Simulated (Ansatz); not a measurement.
Reaction (ligand exchange at a Ge–O bond): `[OH][GeH2][SeH]` + HCl → `[Cl][GeH2][SeH]` + H₂O

Calculated with Ansatz (gas phase, PBE0-D4/def2-TZVP geometries, no zero-point term in ΔE). CBS: MP2 limit from def2 TZ/QZ plus the TZ coupled-cluster correction, frozen cores. This one scheme is used for every species. DFT in def2-TZVPP. B3LYP here is the variant with VWN-RPA as its local correlation; programs differ in this. HSE06 is defined as in plane-wave codes. For Ge, Se outer-core shells are correlated without core-valence functions, which leaves a few kJ/mol of doubt a bond. Scalar relativity is left out up to krypton. One conformer a species, not always the lowest.

(1) Is it downhill or uphill in electronic energy at CCSD(T)/CBS, and by how much? (Estimate.)

(2) What do these levels give: LDA (SPW92), B3LYP-D4, r2SCANh-D4, HSE06-D4, ωB97M-V, BLYP, r2SCAN, HSE06, CAM-B3LYP, RPA@PBE/def2-TZVPP, CCSD/def2-SVP, CCSD(T)/def2-TZVPP? (An estimate is asked.)

Largest T1 diagnostic among the species: 0.011.

## Answers

(1) Computed: Downhill: ΔE = -39.3 kJ/mol.

(2) The calculation gave: LDA (SPW92) -33.0, B3LYP-D4 -38.5, r2SCANh-D4 -38.1, HSE06-D4 -42.7, ωB97M-V -38.5, BLYP -32.6, r2SCAN -36.1, HSE06 -41.3, CAM-B3LYP -32.8, RPA@PBE/def2-TZVPP -31.1, CCSD/def2-SVP -27.6, CCSD(T)/def2-TZVPP -33.8 kJ/mol.

From BLYP to BHLYP (50 % exact exchange), in def2-TZVPP and without D4, ΔE moves by −5.6 kJ/mol. In def2-TZVPP, CCSD(T) changes the Hartree–Fock value by +5.9 kJ/mol (the triples alone add +0.7 kJ/mol) and MP2 by +3.1 kJ/mol.
